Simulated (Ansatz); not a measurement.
Consider the formal exchange of groups at the Si–O bond: `CO[SiH2][SiH3]` + `O[SiH2]S` → `O[SiH](S)[SiH2][SiH3]` + CH₃OH.

Computed with Ansatz on PBE0-D4/def2-TZVP structures; ΔE is electronic, products minus reactants. CBS: MP2 limit from def2 TZ/QZ plus the TZ coupled-cluster correction, frozen cores. This one scheme is used for every species. DFT in def2-TZVPP. Each species was taken in one conformer, which may not be the lowest.

```
             level  ΔE (kJ/mol)  difference from CCSD(T)/CBS
           BLYP-D4         77.2                         -3.2
         r2SCAN-D4         76.6                         -3.8
        r2SCANh-D4         77.0                         -3.4
            B2PLYP         90.1                          9.7
      MP2/def2-SVP         80.7                          0.3
  CCSD(T)/def2-SVP         75.7                         -4.7
     HF/def2-TZVPP        110.7                         30.3
SCS-MP2/def2-TZVPP         93.9                         13.5
     MP2/CBS(def2)         85.8                          5.4
    CCSD/CBS(def2)         84.5                          4.1
       CCSD(T)/CBS         80.4                            0
```

Question: What do rigid-rotor, harmonic-oscillator terms from PBE0-D4/def2-TZVP frequencies (298.15 K, 1 bar) make of the CCSD(T)/CBS value? (Estimate.)

Answer: Computed: ΔZPE = +2.7 kJ/mol, ΔH = +86.0 kJ/mol, ΔS = 12 J/(mol·K), ΔG = +82.4 kJ/mol. Modes under 50 cm⁻¹ make the entropy rough.

Largest T1 diagnostic among the species: 0.013.

The D4 term adds −8.1 kJ/mol with B3LYP and −4.9 kJ/mol with PBE0; it sums over pairs of atoms, weighted by their polarisabilities, and B3LYP, whose exchange is more repulsive, gets the larger term. From BLYP to BHLYP (50 % exact exchange), in def2-TZVPP and without D4, ΔE moves by +12.0 kJ/mol. At CCSD(T), def2-SVP lies −4.7 kJ/mol from the extrapolated value and def2-TZVPP +2.0 kJ/mol.

B3LYP here is the variant with VWN-RPA as its local correlation; programs differ in this.
